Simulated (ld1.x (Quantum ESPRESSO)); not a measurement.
## tantalum: one change to an RRKJ potential, before and after

tantalum (Ta), norm-conserving RRKJ (Kleinman–Bylander form), made with ld1.x (Quantum ESPRESSO) 7.5 (PBE, scalar-relativistic). Core [Kr] 4d10 4f14 5s2, reference 5p6 5d3 6s0 6p0 (charge +2). Waves: 5p (bound): rc 2.10 bohr; 5d (bound): rc 2.10 bohr; 6s (bound, empty): rc 2.50 bohr. Local part: the s channel. Core correction: Bessel-smoothed model core inside 1.00 bohr. rho0 = 0.001.

All-electron outer shells of the reference configuration (PBE, scalar-relativistic, ld1.x):

| shell | level (eV) | outermost node (bohr) | outermost maximum (bohr) |
| --- | --- | --- | --- |
| 5p | -54.95 | 0.58 | 1.13 |
| 4f | -40.27 | – | 0.44 |
| 6s | -18.43 | 1.31 | 2.58 |
| 5d | -18.31 | 0.65 | 1.54 |
| 6p | -12.54 | 1.56 | 3.23 |

Change: all radii but the core radius scaled by about 1.14 (s 2.86, p 2.40, d 2.40 bohr).

Cutoffs: the cutoffs (Ry, on a coarse ladder) from which the occupation-weighted sum of valence levels, in a spherical-Bessel basis at the reference potential, stays within 10 and 1 mRy of its value at 400 Ry; they do not see the model core or the augmentation charge, which bear on the density cutoff. Errors are all-electron minus pseudo energies relative to the spin-unpolarised reference configuration.

Problem. What does the change do?

Solution. The potential gets neither clearly harder nor softer (25 Ry and 30 Ry → 25 Ry and 30 Ry); the d channel sets the loose cutoff, while the largest relative change is in p, which becomes softer; of the 7 tests that both files solve, the error grows in 1 and shrinks in 1 by more than 15 % and 0.3 meV (median size 66.9 → 59.1 meV); neither file shows a bound ghost.

```tsv
quantity	base	changed
cutoff, loose	25 Ry	25 Ry
cutoff, tight	30 Ry	30 Ry
loose cutoff by channel (10 mRy a level)	p 21 Ry, d 21 Ry	p 18 Ry, d 21 Ry
bound ghosts	none	none
error for 5p6 5d3 6s2 6p0, meV [ΔE -23.44 eV]	-18	-18
error for 5p6 5d3 6s1 6p0, meV [ΔE -14.97 eV]	-4.1	-5.1
error for 5p6 5d2 6s0 6p0, meV [ΔE 23.60 eV]	-67	-59
error for 5p6 5d2 6s2 6p0, meV [ΔE -15.76 eV]	-84	-70
error for 5p6 5d4 6s0 6p0, meV [ΔE -13.54 eV]	-37	-36
error for 5p6 5d3 6s0 6p2, meV [ΔE -14.84 eV]	-1036	-1047
error for 5p5 5d3 6s2 6p0, meV [ΔE 21.54 eV]	-605	-576
```
